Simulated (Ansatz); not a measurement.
A structure relaxed at PBE0-D4/def2-TZVP, charge 0, multiplicity 1:

```csv
atom,x (Å),y (Å),z (Å)
C1,-1.6189,0.9908,-1.0580
C2,-1.5008,-0.3178,-1.2692
Si3,0.1148,-1.2208,-1.2203
Cl4,-0.1037,-2.9123,-0.0564
C5,1.4930,-0.1490,-0.5573
C6,1.5737,0.4301,0.6454
Si7,0.3450,0.3158,2.0272
Cl8,-0.3568,2.2047,2.4064
Cl9,1.3227,-0.3542,3.6932
H10,-2.5784,1.4970,-1.1102
H11,-0.7629,1.6153,-0.8200
H12,-2.3966,-0.8914,-1.5028
H13,0.5043,-1.7054,-2.5664
H14,2.3186,0.0214,-1.2505
H15,2.4522,1.0370,0.8719
H16,-0.8062,-0.5613,1.7669
```

Problem. Give its formula and SMILES.

Solution. C4H7Cl3Si2, `C=C[SiH](Cl)/C=C\[SiH](Cl)Cl`.

Problem. Point group (tolerance 0.08 Å, 0.16 Å for H)?

Solution. C1.

Problem. Summarise the bond lengths by kind.

Solution. 2 × C–C 1.331 to 1.337 Å; 5 × C–H 1.086 to 1.092 Å; 3 × C–Si 1.852 to 1.868 Å; 3 × Cl–Si 2.045 to 2.065 Å; 2 × H–Si 1.470 to 1.483 Å.

All numbers were calculated with Ansatz.
